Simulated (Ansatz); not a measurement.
Relaxation of Cl3H4NOTi (10 atoms, charge 0, multiplicity 1), to a largest force component of 0.03 eV/Å in at most 50 steps.

These are results of RKS PBE-D4/def2-SVP in Ansatz, not measurements.

```xyz
10
Properties=species:S:1:pos:R:3
Ti 0.197 -0.645 -0.427
O 0.758 0.180 2.517
H 0.105 0.903 2.449
Cl 1.800 0.741 -0.943
Cl -1.614 0.411 0.303
Cl -0.400 -1.750 -2.210
N 0.786 -2.085 0.816
H 0.691 -3.080 0.584
H 1.581 -1.915 1.446
H 0.182 -0.624 2.434
```

Problem. Where does it end, and by what steps?

Solution. The forces met the threshold. After 13 steps the energy has fallen by 0.581 eV; H3 moved furthest, 1.17 Å. Joined: Ti1–O2 (3.11 → 2.34 Å).

| step | energy less start (eV) | largest force component (eV/Å) | accepted |
| --- | --- | --- | --- |
| 0 | 0.0000 | 1.558 | yes |
| 1 | -0.1775 | 1.301 | yes |
| 2 | -0.2871 | 1.266 | yes |
| 3 | -0.3303 | 1.523 | yes |
| 4 | -0.3963 | 0.460 | yes |
| 5 | -0.4218 | 0.248 | yes |
| 6 | -0.4482 | 0.229 | yes |
| 7 | -0.4542 | 1.263 | yes |
| 8 | -0.5056 | 1.036 | yes |
| 9 | -0.5520 | 0.301 | yes |
| 10 | -0.5741 | 0.177 | yes |
| 11 | -0.5798 | 0.115 | yes |
| 12 | -0.5810 | 0.079 | yes |
| 13 | -0.5814 | 0.014 | yes |

```xyz
10
Properties=species:S:1:pos:R:3
Ti 0.142 -0.708 -0.058
O 0.607 0.010 2.118
H 1.131 0.811 1.897
Cl 1.577 0.985 -0.486
Cl -1.937 -0.166 0.642
Cl -0.231 -1.534 -2.059
N 0.877 -2.233 0.687
H 1.011 -3.130 0.210
H 1.195 -2.243 1.662
H -0.286 0.343 2.355
```

Whether the end is a true minimum wasn't checked by a vibrational analysis.

Run time: 30 s on 4 threads of Arm Neoverse V2 (shared host), peak memory 0.22 GiB.
